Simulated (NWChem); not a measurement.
System meant: PbH2S2, singlet; SMILES [SH][Pb][SH]

Input file for NWChem:

```
start job
memory heap 200 mb stack 900 mb global 1100 mb
geometry units angstroms noautoz
  Pb    -0.530300     0.014942     0.000000
  S      1.177269     1.905462     0.000000
  H      2.257687     1.093071     0.000000
  S      1.249703    -1.814496     0.000000
  H      0.351962    -2.825612     0.000000
end
basis spherical
  * library def2-svp
end
ecp
  Pb library def2-ecp
end
dft
  xc pbe0
  iterations 4
  mulliken
end
task dft energy
```

End of the output:

```
    Atom       Charge   Shell Charges
 -----------   ------   -------------------------------------------------------
    1 Pb  22    21.82   1.49  0.48  1.12  0.78  3.09  2.71  1.10  0.83  9.31  0.93
    2 S   16    16.08   2.00  1.95  1.00  0.71  5.81  1.88  2.69  0.04
    3 H    1     1.01   0.61  0.32  0.08
    4 S   16    16.08   2.00  1.95  1.00  0.71  5.81  1.87  2.69  0.04
    5 H    1     1.02   0.61  0.32  0.08

 center of mass
 --------------
 x =  -0.17401889 y =   0.01509324 z =   0.00000000

 moments of inertia (a.u.)
 ------------------
         823.423038566285           0.000000000000           0.000000000000
           0.000000000000         552.410893278450           0.000000000000
           0.000000000000           0.000000000000        1375.833931844735

     Multipole analysis of the density
     ---------------------------------

     L   x y z        total         alpha         beta         nuclear
     -   - - -        -----         -----         ----         -------
     0   0 0 0     -0.000000    -28.000000    -28.000000     56.000000

     1   1 0 0     -1.200566    -29.662326    -29.662326     58.124085
     1   0 1 0     -0.473453      0.328005      0.328005     -1.129464
     1   0 0 1     -0.000000     -0.000000     -0.000000      0.000000

     2   2 0 0    -40.935100   -126.971437   -126.971437    213.007774
     2   1 1 0      0.867209     -1.413845     -1.413845      3.694899
     2   1 0 1      0.000000      0.000000      0.000000      0.000000
     2   0 2 0    -43.975437   -236.157025   -236.157025    428.338613
     2   0 1 1      0.000000      0.000000      0.000000      0.000000
     2   0 0 2    -40.711406    -20.355703    -20.355703      0.000000

 ------------------------------------------------------------------------
 dft energy failed                                                                                  0
 ------------------------------------------------------------------------
 ------------------------------------------------------------------------
  current input line :
    21: task dft energy
 ------------------------------------------------------------------------
 ------------------------------------------------------------------------
 This type of error is most commonly associated with calculations not reaching convergence criteria
 ------------------------------------------------------------------------
 For more information see the NWChem manual at https://nwchemgit.github.io

0:dft energy failed:Received an Error in Communication
```

Task: Can this run be used? If not, why, and what is the fix?

Result: Convergence was not reached. Cause: the SCF was allowed too few iterations. This input runs:
```
start job
memory heap 200 mb stack 900 mb global 1100 mb
geometry units angstroms noautoz
  Pb    -0.530300     0.014942     0.000000
  S      1.177269     1.905462     0.000000
  H      2.257687     1.093071     0.000000
  S      1.249703    -1.814496     0.000000
  H      0.351962    -2.825612     0.000000
end
basis spherical
  Pb library def2-svp
  S library def2-svp
  H library def2-svp
end
ecp
  Pb library def2-ecp
end
dft
  xc pbe0
  iterations 150
  mulliken
end
task dft energy
```
It converges to -989.99901 Ha (PBE0/def2-SVP with def2 effective core potentials on Pb).
